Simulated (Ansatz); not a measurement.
Ansatz (a program for electronic structure) input (CCSD(T)/aug-cc-pVDZ):

Ansatz 0.2 input:
```yaml
crystal:
  periodic: [false, false, false]
  atoms:
    - {symbol: B, position_ang: [0.00046236, 0.01056595, 0.81325036]}
    - {symbol: B, position_ang: [-0.00046236, -0.01056595, -0.81325036]}
    - {symbol: H, position_ang: [1.01413362, 0.01099510, 1.44912932]}
    - {symbol: H, position_ang: [-1.01248534, 0.02667211, 1.45007783]}
    - {symbol: H, position_ang: [0.00700754, 0.99439047, -1.46277208]}
    - {symbol: H, position_ang: [-0.00865582, -1.03205767, -1.43643507]}
basis:
  gaussian:
    orbitals: aug-cc-pVDZ
magnetization: {spin_polarized: false}
correlation: {method: ccsd_t, electrons: outside_noble_gas}
output: {forces: true}
```

End of the output:

```
mean field evaluation 2: about -1403.9703 eV, gradient 1.5e1 eV
mean field evaluation 4: about -1405.1062 eV, gradient 9.6e-1 eV
mean field evaluation 8: about -1405.1130 eV, gradient 2.6e-4 eV
mean field evaluation 16: about -1405.1130 eV, gradient 1.8e-6 eV
mean field -1405.11297452 eV, -51.6369493939 hartree, gradient 1.8e-6 eV, S^2 0.000000; 0 other end points of the search recorded, 0 dependent functions left out
2 core orbitals not correlated
reference -1405.11297452 eV, -51.6369493939 hartree; 5, 5 occupied and 75, 75 virtual orbitals, 792 factors
densities: 0.33 GiB planned
second order -4.64421571 eV of doubles, -0.00000000 eV of singles
coupled cluster: 0.25 GiB planned
cycle   1  -5.42940036 eV  change   -7.9e-1 eV  update   6.1e-2
cycle   2  -5.68888304 eV  change   -2.6e-1 eV  update   2.0e-2
cycle   3  -5.70164674 eV  change   -1.3e-2 eV  update   6.3e-3
cycle   4  -5.69926184 eV  change    2.4e-3 eV  update   2.7e-3
cycle   5  -5.69876793 eV  change    4.9e-4 eV  update   9.9e-4
cycle   6  -5.69880090 eV  change   -3.3e-5 eV  update   2.8e-4
cycle   7  -5.69880612 eV  change   -5.2e-6 eV  update   7.2e-5
cycle   8  -5.69881630 eV  change   -1.0e-5 eV  update   2.2e-5
cycle   9  -5.69881542 eV  change    8.8e-7 eV  update   7.5e-6
cycle  10  -5.69881344 eV  change    2.0e-6 eV  update   2.0e-6
perturbative correction -0.12755686 eV, -0.0046876280 hartree
the calculation of the forces begins
Total energy: -1410.93934482 eV, -51.8510645531 hartree
Atom 0 at     0.000462     0.010566     0.813250 Å, force     0.000329     0.007525     0.579177 eV/Å
Atom 1 at    -0.000462    -0.010566    -0.813250 Å, force    -0.000329    -0.007525    -0.579177 eV/Å
Atom 2 at     1.014134     0.010995     1.449129 Å, force     0.340481    -0.000014     0.201433 eV/Å
Atom 3 at    -1.012485     0.026672     1.450078 Å, force    -0.340251     0.005252     0.201752 eV/Å
Atom 4 at     0.007008     0.994390    -1.462772 Å, force     0.002516     0.337719    -0.206016 eV/Å
Atom 5 at    -0.008656    -1.032058    -1.436435 Å, force    -0.002745    -0.342957    -0.197169 eV/Å
Dipole moment:    -0.000000    -0.000000    -0.000000 e Å
```
